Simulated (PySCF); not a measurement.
SeF4, SMILES F[Se](F)(F)F. Atoms are numbered in the order given.

```xyz
5

Se     0.0000     0.0000    -0.3265
F      0.0000     1.7822    -0.1627
F      1.3241     0.0000     0.7794
F      0.0000    -1.7822    -0.1627
F     -1.3241     0.0000     0.7794
```

Coordinates come from a TPSSh-D3(BJ)/def2-SVP optimisation. The isomer is the one that the SMILES or the coordinates give; other isomers of the formula were not compared.

Two levels are set side by side: PBE/pcSseg-1 (PySCF) and B3LYP/pcSseg-1 (PySCF). GIAO shifts against CFCl3 (¹⁹F), Me2Se (⁷⁷Se) at the same level; non-relativistic, no solvent, atoms listed together averaged. Differences are taken from unrounded values.

```csv
quantity,B3LYP
δ(⁷⁷Se) of Se1 (ppm),1209.2
```

Question: What does PBE give, and how far is it from B3LYP? (An estimate is asked for; the answer gives what the named calculation found.)

Answer: 
```
quantity                 PBE  PBE minus B3LYP
--------------------  ------  ---------------
δ(⁷⁷Se) of Se1 (ppm)  1263.9             54.6
```

Rough cost on one machine, each run with all the roots and properties that it gave: B3LYP against PBE within a factor of 2.
